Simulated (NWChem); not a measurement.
Species: C$_{2}$H$_{6}$BO$_{2}$ cation

```xyz
11

C      0.1334    -2.6273     0.0651
O     -0.1390    -1.2356    -0.1403
B     -0.1036     0.0002    -0.0014
O     -0.1455     1.2360     0.1364
C      0.1364     2.6270    -0.0615
H      1.2045    -2.7933    -0.0986
H     -0.1589    -2.8835     1.0901
H     -0.4661    -3.1821    -0.6645
H     -0.6386     3.1896     0.4699
H      1.1279     2.8339     0.3575
H      0.1058     2.8340    -1.1375
```
Atoms are numbered in this order, from 1.

Structure relaxed at the PBE0/def2-SVP level.

Q: List the 6 lowest vertical singlet excitations from PBE/6-31G* (spherical d), full TDDFT (NWChem).

A: 
```tsv
state	energy (eV)	oscillator strength	leading excitation (squared amplitude)
S1	7.81	0.000	HOMO → LUMO (0.99)
S2	7.82	0.000	HOMO−1 → LUMO (0.99)
S3	8.11	0.000	HOMO → LUMO+1 (0.84)
S4	8.28	0.003	HOMO−1 → LUMO+1 (0.53)
S5	8.29	0.004	HOMO−1 → LUMO+2 (0.84)
S6	8.92	0.008	HOMO−2 → LUMO (0.80)
```
